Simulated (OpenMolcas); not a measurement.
Os5+ among 5 point charges of -2 e arranged as a trigonal bipyramid (D3h). The axial distance is 0.96 times the equatorial one, R.

* Program: OpenMolcas 26.06
* Method: SS-CASPT2, IPEA 0.25 Eh, imaginary shift 0.1 Eh (closed shells correlated: 4f 5s 5p)
* Basis: ANO-RCC-VTZP [8s7p5d3f2g1h]
* Scalar Hamiltonian: DKH2, point nucleus
* Active space: 3 electrons in 5 orbitals (5d)
* State averaging: 2S+1 = 4 even, 10 roots; 2S+1 = 2 even, 40 roots
* Spin-orbit coupling: RASSI with atomic mean-field integrals over the reference wave functions

All point charges move together. At R = 1.68 Å the first state of the same spin is 3750 cm-1, and at R = 1.79 Å it is 3190 cm-1.

Q: A third run gives 2360 cm-1. What distance was it run at?

A: With a power law R^-n the two known points give n = -ln(3190 / 3750) / ln(1.79 / 1.68) = 2.55. Then R = 1.68 × (3750 / 2360)^(1/2.55) = 2.015 Å. The run was at 1.96 Å, so the estimate is off by +0.055 Å.

Roots that are degenerate in the reference are averaged as groups; the widest CASPT2 spread within a group is 160 cm-1 (the 2-fold group of multiplicity 4 near 0 cm-1 above the lowest state of its run, R = 1.68). Shifts and gaps below about the spread of the groups concerned are not significant. Free-ion shares, where given, are those of the reference states; single-state CASPT2 does not remix them. Spin-orbit coupling mixes the spin-free states strongly: the lowest level takes only 59 % from its leading state, 4E (figures for R = 1.68; the like holds for R = 1.79, R = 1.96). An orbital doublet at a regular site is open to a Jahn-Teller distortion, which this geometry leaves out (holds for R = 1.68; R = 1.79). This is an electrostatic model: the charges have no orbitals. No measured value stands beside these numbers.
